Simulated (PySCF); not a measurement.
[PySCF: PBE0/pcSseg-1 with gauge-including orbitals; GFN2-xTB structure; one computed conformer; no relativistic terms; fast rotation and ring inversion assumed for equivalent nuclei; no solvent]

Chemical shifts δ = σref − σ; TMS for ¹H (σ = 31.72 ppm) and ¹³C (σ = 186.93 ppm), all at this level. Shifts are as computed. Against solution values, carbons near 30 ppm lie about +3 ppm off and those near 130 ppm about +5 ppm; carbons on Cl a further +6 ppm. Of 1211 compounds with measured shifts, 218 miss one by over three times the rms of a fit or turn the order of signals round; such compounds aren't used in these exercises. Carbons bonded to Cl come out too deshielded.

Task: Order these molecules by the shift of their most shielded carbon, lowest δ first.
A. O=C(Cl)/C=C/Cl
B. N#Cc1ccn(C=O)c1
C. CC(C)(C)n1cc(C#N)nn1
D. C#C[Si@@H](C)O[SiH2]C

Result: D (0.3 ppm, methyl carbon bonded to Si), C (31.9 ppm, methyl carbon), B (107.0 ppm, substituted aromatic carbon), A (137.0 ppm, α carbon of a C=C–C=O unit).

Task: Order these molecules by the shift of their most deshielded carbon-bound hydrogen, lowest δ first.
A. C#C[Si@@H](C)O[SiH2]C
B. N#Cc1ccn(C=O)c1
C. CC(C)(C)n1cc(C#N)nn1

Result: A (1.93 ppm, hydrogen on a terminal alkyne carbon), C (7.79 ppm, hydrogen on an aromatic CH next to a ring nitrogen), B (8.88 ppm, hydrogen on an amide carbonyl carbon).

Task: How many ¹³C and ¹H signals does each give (equivalence by symmetry and fast rotation, but not about amide C–N or C=N bonds)? `O=C(Cl)/C=C/Cl`, `N#Cc1ccn(C=O)c1`, `C#C[Si@@H](C)O[SiH2]C`, `CC(C)(C)n1cc(C#N)nn1`

Result: O=C(Cl)/C=C/Cl: 3 C, 2 H; N#Cc1ccn(C=O)c1: 6 C, 4 H; C#C[Si@@H](C)O[SiH2]C: 4 C, 6 H; CC(C)(C)n1cc(C#N)nn1: 5 C, 2 H.
